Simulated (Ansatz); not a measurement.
Abridged output of a molecular run in Ansatz:

```
Functional definition: HF
1737 factors; integrals over basis functions are off by at most 7.8e-4 eV
mean field evaluation 1: about -43101.8416 eV, gradient 6.7e1 eV
mean field evaluation 2: about -43102.0589 eV, gradient 6.7e1 eV
mean field evaluation 4: about -43110.0746 eV, gradient 6.4e0 eV
mean field evaluation 8: about -43110.2273 eV, gradient 9.2e-1 eV
mean field evaluation 16: about -43110.2341 eV, gradient 2.1e-6 eV
mean field -43110.23408733 eV, -1584.2718815431 hartree, gradient 2.3e-6 eV, S^2 0.000000; 0 other end points of the search recorded, 0 dependent functions left out
14 core orbitals not correlated: weight in the atoms' cores, before any rotation towards them, 1.000 or more for the frozen orbitals, at most 0.000 for the correlated occupied ones
reference -43110.23408733 eV, -1584.2718815431 hartree; 23, 23 occupied and 235, 235 virtual orbitals, 1737 factors
second order -41.86745029 eV of doubles, -0.00000000 eV of singles
cycle   1  -40.45673816 eV  change     1.4e0 eV  update   2.7e-1
cycle   2  -41.89004371 eV  change    -1.4e0 eV  update   1.8e-1
cycle   3  -42.24200415 eV  change   -3.5e-1 eV  update   6.0e-2
cycle   4  -42.26742988 eV  change   -2.5e-2 eV  update   2.4e-2
cycle   5  -42.23920878 eV  change    2.8e-2 eV  update   1.0e-2
cycle   6  -42.22782287 eV  change    1.1e-2 eV  update   4.7e-3
cycle   7  -42.23155379 eV  change   -3.7e-3 eV  update   2.9e-3
cycle   8  -42.23151943 eV  change    3.4e-5 eV  update   1.5e-3
cycle   9  -42.23129451 eV  change    2.2e-4 eV  update   6.2e-4
cycle  10  -42.23236493 eV  change   -1.1e-3 eV  update   2.6e-4
cycle  11  -42.23194819 eV  change    4.2e-4 eV  update   1.5e-4
cycle  12  -42.23170768 eV  change    2.4e-4 eV  update   6.8e-5
cycle  13  -42.23183627 eV  change   -1.3e-4 eV  update   3.2e-5
cycle  14  -42.23176219 eV  change    7.4e-5 eV  update   1.6e-5
cycle  15  -42.23177331 eV  change   -1.1e-5 eV  update   5.2e-6
perturbative correction -1.98023696 eV, -0.0727723660 hartree
Total energy: -43154.44609759 eV, -1585.8966429524 hartree
```

Its atoms:

Cartesian coordinates in Å:
```
C 0.498 1.446 0.199
S 0.572 0.340 -1.250
Ti -0.456 -1.415 -0.284
F 0.470 -1.860 1.135
F -0.533 -2.682 -1.478
F -2.035 -0.878 0.254
H -0.535 1.639 0.487
H 1.054 1.025 1.036
H 0.964 2.385 -0.100
```

**Question.** Which basis set was used?
A. def2-SVPD
B. cc-pV(Q+d)Z
C. def2-SVP
D. def2-TZVPP

**Answer.** D. It gives 272 functions.

**Question.** Write the keys of the input that set method, charge and spin (a neutral closed shell needs none for the last two).

**Answer.** 
```yaml
correlation: {method: ccsd_t}
```
